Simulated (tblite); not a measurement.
C8H7Cl.
SMILES with atom numbers: `[Cl:1][C:2]1=[CH:3]/[CH:4]=[CH:5]\[CH:6]=[CH:7]/[CH:8]=[CH:9]\1` (hydrogens: H10 on C3; H11 on C4; H12 on C5; H13 on C6; H14 on C7; H15 on C8; H16 on C9)

Computed geometry: GFN2-xTB, gas phase.

**Question.** Give the optimised bond lengths and angles.

**Answer.** 
```tsv
bond	length (Å)	order
Cl1–C2	1.746	single
C2=C3	1.327	double
C3–C4	1.465	single
C4=C5	1.328	double
C5–C6	1.465	single
C6=C7	1.328	double
C7–C8	1.464	single
C8=C9	1.328	double
C2–C9	1.466	single
C3–H10	1.083	single
C4–H11	1.084	single
C5–H12	1.084	single
C6–H13	1.084	single
C7–H14	1.084	single
C8–H15	1.084	single
C9–H16	1.083	single
```

Orders are formal, as drawn. A selection of angles:
```tsv
angle	degrees
Cl1–C2–C3	119.7
Cl1–C2–C9	112.6
C3–C2–C9	127.6
C2–C3–C4	124.2
C3–C4–C5	125.5
C4–C5–C6	126.1
C5–C6–C7	126.3
C6–C7–C8	125.7
C7–C8–C9	125.8
C2–C9–C8	124.8
```

Dihedral angles: Cl1–C2–C3–C4 -178° (antiperiplanar); C2–C3–C4–C5 -58° (synclinal); C3–C4–C5–C6 0° (synperiplanar); C4–C5–C6–C7 59° (synclinal); C5–C6–C7–C8 0° (synperiplanar); C6–C7–C8–C9 -57° (synclinal); C7–C8–C9–C2 -2° (synperiplanar); Cl1–C2–C9–C8 -122° (anticlinal). The mirror-image conformer, all signs reversed, is as good.

Of the pairs four or more bonds apart, C2···C6 is among the closest relative to their van der Waals radii: 3.29 Å, 97 % of the sum of Bondi's values. The C–C distances run from 1.327 Å (C2=C3, drawn double) to 1.466 Å (C2–C9, drawn single), a spread of 0.139 Å. The 8-membered ring C2–C3–C4–C5–C6–C7–C8–C9 has internal angles of 124.2° to 127.6°; it is puckered, 0.41 Å rms from its mean plane, widest ring torsion 61°.

Point group: C1 (no symmetry element, even within 0.4 Å). Its GFN2-xTB frequencies are all real (lowest 89 cm⁻¹). One conformer, not necessarily the lowest.
